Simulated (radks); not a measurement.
Ionisation of the cadmium ion Cd+, [Kr] 4d10 5s1, to [Kr] 4d10 as the strength of local exchange is varied. All-electron calculation, Dirac Kohn-Sham, Slater X-alpha exchange (alpha = 2/3 is LDA exchange), no correlation, spin-unpolarised, spherical densities, point nucleus. Program: a radial shooting solver on a logarithmic mesh with Libxc functionals.

| alpha | E(Cd+) (hartree) | exchange (hartree) | IE (eV) | -e of the level emptied (eV) | <r> of it (bohr) |
|---|---|---|---|---|---|
| 0.614 | -5574.68722 | -133.04415 | 15.959 | 11.922 (5s1/2) | 2.693 |
| 0.623 | -5576.63772 | -135.04167 | 16.032 | 11.992 (5s1/2) | 2.688 |
| 0.658 | -5584.22951 | -142.82277 | 16.318 | 12.268 (5s1/2) | 2.667 |
| 0.667 | -5586.18335 | -144.82696 | 16.392 | 12.340 (5s1/2) | 2.662 |
| 0.868 | -5629.99722 | -189.94118 | 18.072 | 13.978 (5s1/2) | 2.549 |
| 0.972 | -5652.80065 | -213.54933 | 18.965 | 14.857 (5s1/2) | 2.495 |
| 0.994 | -5657.63611 | -218.56651 | 19.156 | 15.046 (5s1/2) | 2.484 |
| 1.037 | -5667.09896 | -228.39611 | 19.532 | 15.418 (5s1/2) | 2.463 |

NIST Atomic Spectra Database: 16.908 eV (measured). The Delta-SCF value meets it near alpha = 0.73. Spin polarisation and multiplet splitting are left out, so open shells lie too high by an amount that depends on their filling.

Beside tabulated values, note that spin-unpolarised runs miss the spin-polarisation part of the exchange energy of open shells.
